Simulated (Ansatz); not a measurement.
The cluster Al3Ga⁻, relaxed as a doublet with UKS PBE0-D4/def2-SVPD in Ansatz, starting from the GFN1-xTB geometry. Force threshold 0.02 eV/Å.

The structure comes from a short search, and lower isomers may exist.

Start:

```tsv
atom	x (Å)	y (Å)	z (Å)
Al1	0.1457	1.6233	-0.8038
Al2	1.3524	0.3981	1.1040
Al3	-0.1263	-1.5413	0.7705
Ga4	-1.3718	-0.4801	-1.0707
```

Question: Estimate the energy that the relaxation releases and the steps that it takes.

Answer: 0.15 eV, in 6 steps; 28 s on 2 threads of Arm Neoverse V2 on a shared host. No frequencies were taken in this run, so the end may be a saddle point.

Question: Does the start keep its bonding and symmetry?

Answer: By distances, no bond broke or formed. The bond that changes most is Al2–Al3, from 2.46 to 2.55 Å (atoms count from 1). Point group Cs at the start, C2v at the end, both within 0.05 Å.

Question: Predict the relaxed structure.

Answer: 
Cartesian coordinates in Å:
```
Al 0.107 1.393 -0.706
Al 1.518 0.488 1.214
Al -0.119 -1.397 0.695
Ga -1.506 -0.483 -1.203
```
Bond lengths (bridged metal pairs left out): 2 × Al–Al 2.55 Å; 2 × Al–Ga 2.52 Å.
